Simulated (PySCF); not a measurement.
# Mayer bond orders and bond lengths

C3H7O3S (charge -1).
SMILES with atom numbers: `[CH2-:1][S:2](=[O:3])(=[O:4])[O:5][CH2:6][CH3:7]` (hydrogens: H8, H9 on C1; H10, H11 on C6; H12, H13, H14 on C7)

Geometry (GFN2-xTB, Å), atoms numbered from 1 in this order:
```xyz
14
C3H7O3S angstrom
C     -2.733    0.002   -1.159
S     -1.616    0.103    0.102
O     -1.738   -1.003    1.041
O     -1.608    1.416    0.731
O      0.026   -0.062   -0.486
C      0.894    0.028    0.591
C      2.343   -0.111    0.132
H     -2.568   -0.968   -1.621
H     -2.471    0.800   -1.848
H      0.742    0.996    1.094
H      0.648   -0.763    1.317
H      3.014   -0.041    0.986
H      2.483   -1.073   -0.357
H      2.583    0.676   -0.580
```

Bond orders from the PBE0/pcSseg-1 density (PySCF). Isolated species at its GFN2-xTB geometry (one conformer only). The pcSseg-1 basis has no diffuse functions, a weakness for an anion.

**Question.** Where do the orders between heavy atoms depart from those drawn in the SMILES?

**Answer.** The largest departure is 0.359, at S2–O3 (drawn double, 1.641) and S2–O4 (drawn double, 1.641). Drawn single, order above 1.12: C1–S2 (1.328). Drawn single, order below 0.88: S2–O5 (0.699). Drawn double or triple, more than 0.30 short of the drawn order: S2–O3 (1.641) and S2–O4 (1.641). The SMILES, with its formal charges, is one Lewis structure only.

**Question.** Give the Mayer order of every bond between heavy atoms, beside its length.

**Answer.** 
```csv
bond,drawn as,length (Å),Mayer order
C1–S2,single,1.687,1.328
S2–O3,double,1.456,1.641
S2–O4,double,1.456,1.641
S2–O5,single,1.752,0.699
O5–C6,single,1.387,0.940
C6–C7,single,1.526,1.051
```

By pair of heavy elements: O–S: lowest S2–O5 (0.699, 1.752 Å), highest S2–O3 and S2–O4 (1.641, 1.456 Å). Bonds named together lie within 0.004.

**Question.** And the bonds to hydrogen?

**Answer.** C–H: 0.94 to 0.97 (7 bonds).

**Question.** Sum the orders of all bonds at each heavy atom with more than one neighbour and set the sums beside the valence in the SMILES.

**Answer.** C1 3.214 (drawn 3), S2 5.309 (drawn 6), O5 1.639 (drawn 2), C6 3.869 (drawn 4), C7 3.951 (drawn 4). Orders between atoms that aren't bonded are not in these sums.

Mayer orders depend on the basis set.
